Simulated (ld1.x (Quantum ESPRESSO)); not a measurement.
## What the settings do to the TM potential of Pb

Base potential:

Pb, norm-conserving Troullier–Martins (Kleinman–Bylander form), made with ld1.x (Quantum ESPRESSO) 7.5 (PBE, scalar-relativistic). Core [Xe] 4f14, reference 5d10 6s2 6p2. Waves: 6p (bound): rc 1.95 bohr; 5d (bound): rc 1.35 bohr; 6s (bound): rc 2.10 bohr. Local part: the s channel. Core correction: a·sin(br)/r model core inside 0.60 bohr.

All-electron outer shells of the reference configuration (PBE, scalar-relativistic, ld1.x):

```json
{"shell": "4f", "level (eV)": "-132.89", "outermost node (bohr)": "–", "outermost maximum (bohr)": "0.35"}
{"shell": "5p", "level (eV)": "-85.83", "outermost node (bohr)": "0.49", "outermost maximum (bohr)": "0.88"}
{"shell": "5d", "level (eV)": "-21.18", "outermost node (bohr)": "0.52", "outermost maximum (bohr)": "1.07"}
{"shell": "6s", "level (eV)": "-12.04", "outermost node (bohr)": "1.01", "outermost maximum (bohr)": "1.95"}
{"shell": "6p", "level (eV)": "-3.50", "outermost node (bohr)": "1.18", "outermost maximum (bohr)": "2.67"}
```

Cutoffs, loose and tight: the cutoffs (Ry, on a coarse ladder) from which the occupation-weighted sum of valence levels, in a spherical-Bessel basis at the reference potential, stays within 10 and 1 mRy of its value at 400 Ry. They do not see the model core or the augmentation charge, which bear on the density cutoff. Test errors are all-electron minus pseudo excitation energies from the reference, over the configurations 5d10 6s2 6p1; 5d10 6s2 6p0; 5d10 6s1 6p0; 5d9 6s2 6p2; 5d10 6s0 6p4; 5d10 6s1 6p3; 5d10 6s2 6p1.5. A dash means not determined; rows that change the core or the reference have their own tests.

| change | outcome | cutoff, loose | cutoff, tight | bound ghosts | largest test error (meV) |
| --- | --- | --- | --- | --- | --- |
| base | generated | 80 Ry | 100 Ry | none | -127 |
| wave 6s (bound): rc 2.10 bohr becomes 6s (bound): rc 1.64 bohr | generated | 80 Ry | 100 Ry | none | -87 |
| wave 6s (bound): rc 2.10 bohr becomes 6s (bound): rc 1.96 bohr | generated | 80 Ry | 100 Ry | none | -128 |
| wave 6s (bound): rc 2.10 bohr becomes 6s (bound): rc 2.18 bohr | generated | 80 Ry | 100 Ry | none | -124 |
| wave 6s (bound): rc 2.10 bohr becomes 6s (bound): rc 2.46 bohr | generated | 80 Ry | 100 Ry | none | -95 |
| wave 6s (bound): rc 2.10 bohr becomes 6s (bound): rc 2.90 bohr | generated | 80 Ry | 100 Ry | none | -99 |
| wave 6s (bound): rc 2.10 bohr becomes 6s (bound): rc 3.08 bohr | generated | 80 Ry | 100 Ry | none | -137 |

Problem. What comes out with this change to the base: wave 6s (bound): rc 2.10 bohr becomes 6s (bound): rc 1.48 bohr?

Solution. outcome: generated; cutoff, loose: 90 Ry; cutoff, tight: 160 Ry; bound ghosts: none; largest test error (meV): -30.

Reading the sweep of the s radius (base included, trends over the rows without a ghost): The loose cutoff stays near 80 Ry. The median size of the test errors (rows with all tests solved) is not monotonic: lowest 6.7 meV at 2.9 bohr, highest 26.5 meV at 3.08 bohr.
